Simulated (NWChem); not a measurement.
Species: Br, doublet

All runs: NWChem. Spin-unrestricted. The open p shell is one determinant without spherical averaging. No stability test was run on the SCF state. Total energies compare along this basis series because the functional is fixed.

```json
[
 {"level": "TPSS/def2-SVP", "basis functions": "32", "energy (Ha)": "-2573.7072", "highest occupied level (eV)": "-7.32", "lowest empty minus highest occupied level, either spin (eV)": "0.30", "<S²>": "0.752"},
 {"level": "TPSS/def2-SVPD", "basis functions": "41", "energy (Ha)": "-2573.7109", "highest occupied level (eV)": "-7.60", "lowest empty minus highest occupied level, either spin (eV)": "0.30", "<S²>": "0.752"},
 {"level": "TPSS/def2-TZVP", "basis functions": "48", "energy (Ha)": "-2574.0160", "highest occupied level (eV)": "-7.56", "lowest empty minus highest occupied level, either spin (eV)": "0.44", "<S²>": "0.753"},
 {"level": "TPSS/def2-TZVPP", "basis functions": "48", "energy (Ha)": "-2574.0160", "highest occupied level (eV)": "-7.56", "lowest empty minus highest occupied level, either spin (eV)": "0.44", "<S²>": "0.753"},
 {"level": "TPSS/def2-QZVP", "basis functions": "75", "energy (Ha)": "-2574.0696", "highest occupied level (eV)": "-7.58", "lowest empty minus highest occupied level, either spin (eV)": "0.46", "<S²>": "0.753"}
]
```
